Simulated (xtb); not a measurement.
Al(H)(Me)(NCO) (C₂H₄AlNO), SMILES [CH3][AlH][N]=C=O. All values are semi-empirical tight-binding results from xtb (GFN2-xTB unless named), good for trends rather than for accurate numbers. The structure is a stationary point at GFN2-xTB. The structure was generated by enumeration; whether it is a known compound was not checked. The values are those of a single conformer.

For metal compounds this method's bond lengths and energies can be far off.

```
Property                                      Result
-------------------------------------  -------------
point group as xtb finds it                       Cs
orbital gap                                  4.64 eV
zero-point energy                      33.6 kcal/mol
G − E(el) at 298.15 K (modified RRHO)  13.6 kcal/mol
```
